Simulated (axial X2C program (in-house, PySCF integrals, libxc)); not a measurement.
**YbS⁺: the levels of the configuration f12 s1**

Computed with an in-house all-electron X2C program for linear molecules (integrals from PySCF): two-component X2C with atomic mean-field Coulomb terms (Gaunt term off), basis Yb dyall-v3z, S dyall-v3z (cores contracted in-house). Orbitals come from Hartree–Fock averaged over the configuration Yb f12 s1; CI then distributes these electrons over the f, s shells of Yb.

R = 2.126 Å (near the minimum of the configuration average).

Lowest levels of this model:

```csv
Ω,energy (cm⁻¹),g∥,configuration
1/2,0,1.30,100% f12 s1
3/2,130,3.88,100% f12 s1
5/2,385,6.40,100% f12 s1
7/2,761,8.88,100% f12 s1
9/2,1275,11.34,100% f12 s1
1/2,1484,1.07,100% f12 s1
3/2,1644,3.23,100% f12 s1
5/2,1962,5.42,100% f12 s1
11/2,2032,13.73,100% f12 s1
7/2,2440,7.62,100% f12 s1
9/2,3066,9.82,100% f12 s1
13/2,3406,15.99,100% f12 s1
11/2,3916,12.00,100% f12 s1
7/2,8291,8.31,100% f12 s1
9/2,8360,11.23,100% f12 s1
5/2,8401,5.47,100% f12 s1
3/2,8625,2.81,100% f12 s1
1/2,8873,0.75,100% f12 s1
5/2,8880,5.77,100% f12 s1
3/2,8984,4.04,100% f12 s1
1/2,9166,1.63,100% f12 s1
7/2,9216,7.59,100% f12 s1
9/2,11972,10.21,100% f12 s1
11/2,13144,12.25,100% f12 s1
```

g∥ is the magnitude of 2⟨Lz + ge Sz⟩ for the +Ω component.

Problem. From Ω and g∥ of the lowest level, whose 2⟨Lz + ge Sz⟩ is positive, find ⟨Sz⟩ and ⟨Lz⟩ (ge = 2.0023).

Solution. Ω = ⟨Lz⟩ + ⟨Sz⟩ = 1/2 and ⟨Lz⟩ + ge⟨Sz⟩ = 0.650, so ⟨Sz⟩ = 0.15 and ⟨Lz⟩ = 0.35.

Occupations of the active spinors in the lowest level by ω, shell by shell in order of energy: -7/2: 0.99; -5/2: 1.00 0.81; -3/2: 0.95 0.44; -1/2: 0.95 0.83 0.43; 1/2: 0.95 0.60 0.57; 3/2: 0.97 0.56; 5/2: 1.00 0.94; 7/2: 1.00. The leading determinant has weight 0.29 among 67.

This point took 1.6 s on 1 thread of Arm Neoverse V1 (shared host).

Dynamic correlation is missing, so gaps between terms are too wide and other configurations may lie lower; the lowest level listed is that of this model, not necessarily the ground state. At most 4 roots were kept for each Ω > 0 (twice that for Ω = 0) within 2.2 eV of the lowest, so higher up levels can be missing between those listed; levels with Ω > 0 are doubly degenerate and listed once, Ω = 0 levels singly.
